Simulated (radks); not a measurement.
Values are calculated unless marked as measured or tabulated.
Problem. Nd+, 59 electrons, occupied as [Kr] 4d10 4f4 5s1 5p6 6s1 5f1 (not the ground configuration). Level of theory: Dirac Kohn-Sham, OLYP, spin-unpolarised, spherical densities, finite nucleus; open shells fill j = l - 1/2 first; Fermi nuclear charge, rms radius 4.9123 fm (a radial shooting solver on a logarithmic mesh with Libxc functionals).

Spin-orbit splittings of the eigenvalues, e(l+1/2) - e(l-1/2), with zeta = 2 splitting/(2l+1) and mean radii in bohr:

shell  occ.  splitting (eV)  zeta (eV)  <r> j=l-1/2  <r> j=l+1/2
2p        6           520.0      346.6      0.08421      0.09062
3p        6           103.9      69.28       0.2555       0.2679
3d       10           22.51      9.003       0.2392       0.2431
4p        6           22.52      15.02       0.6235       0.6517
4d       10               ?          ?       0.7005       0.7105
4f        4          0.4328     0.1237        1.016        1.028
5p        6           3.270      2.180        1.614        1.692
5d        0          0.3187     0.1275        2.387        2.426
5f        1        0.003200  0.0009142        8.262        8.280
6p        0          0.4256     0.2837        4.322        4.512

Estimate the 4d splitting.

Solution. 3.987 eV (zeta = 1.595 eV).
